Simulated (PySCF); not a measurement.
Correlation energy of Ti (titanium, neutral)

[Ar] 3d2 4s1 5s1, high-spin 5F determinant (an excited configuration). Computed with PySCF 2.14 in aug-cc-pVTZ (8s7p5d3f2g, 93 functions), with no relativity, point nucleus. Frozen: [Ar]; 4 electrons correlated.

| level | correlation energy (mhartree) |
| --- | --- |
| CCSD | -19.22 |
| (T) | -0.26 |
| CCSD(T) | -19.48 |

Diagnostics: T1 = 0.017, D1 = 0.0471, largest double amplitude 0.062.

The outer electron is Rydberg-like, and this basis confines it to a smaller radius and binds it less than a complete one would.

Cost of the coupled-cluster step: roughly 21 core-seconds, for 4 correlated electrons.
